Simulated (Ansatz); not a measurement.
`C[SiH2]SS` + H₂ → `[SiH3]SS` + CH₄ at 500 K and 1 bar (hydrogenolysis of the Si–C bond).

Gas-phase electronic energies from Ansatz, PBE0-D4/def2-TZVP geometries. CCSD(T)/CBS is the MP2 limit (def2-TZVPP, def2-QZVPP) plus CCSD(T) − MP2 in def2-TZVPP, frozen cores. This one scheme is used for every species. One conformer a species, not always the lowest.

| species | CCSD(T)/CBS energy (Eh) | H − E (kJ/mol) | S (J/(mol·K)) |
| --- | --- | --- | --- |
| `C[SiH2]SS` | -1126.32699 | 218.2 | 415.4 |
| H₂ | -1.17544 | 41.0 | 145.5 |
| `[SiH3]SS` | -1087.04745 | 131.2 | 362.9 |
| CH₄ | -40.46206 | 135.6 | 206.8 |

H − E and S are ideal-gas, rigid-rotor, harmonic terms from PBE0-D4/def2-TZVP, for one conformer and one mirror image of each species. For small species the MP2-based limit differs from directly extrapolated CCSD(T) by up to some mEh (0.8 for H₂); such offsets cancel only in part. 1 Eh = 2625.50 kJ/mol, R = 8.31446 J/(mol·K).

Problem. By hand: ΔE, ΔH, ΔS and ΔG.

Solution. ΔE = (-1087.04745) + (-40.46206) − (-1126.32699) − (-1.17544) = -0.00708 Eh = -18.6 kJ/mol. Δ(H − E) = 131.2 + 135.6 − 218.2 − 41.0 = 7.6, so ΔH = -11.0 kJ/mol. ΔS = 362.9 + 206.8 − 415.4 − 145.5 = 8.8 J/(mol·K). ΔG = -11.0 − 500 × (8.8)/1000 = -15.4 kJ/mol.

Problem. By hand: the equilibrium constant, and the temperature at which ΔG would vanish if ΔH and ΔS stayed fixed.

Solution. log₁₀ K = −ΔG/(RT ln 10) = 1.6. ΔH and −TΔS have one sign here, so there is no such temperature.

TΔS isn't small against ΔH here. A doubt of 5 kJ/mol in ΔE shifts log₁₀ K by 0.5 here. Other conformers and mirror images would add mixing entropy, several J/(mol·K) or more a flexible species. These are equilibria of isolated gas molecules and say nothing of rates. Largest T1 diagnostic: 0.012 (customary marks: 0.02 for closed shells, 0.045 for open ones).

ΔS is within the doubt of such terms, so its sign, and with it that verdict, could turn.
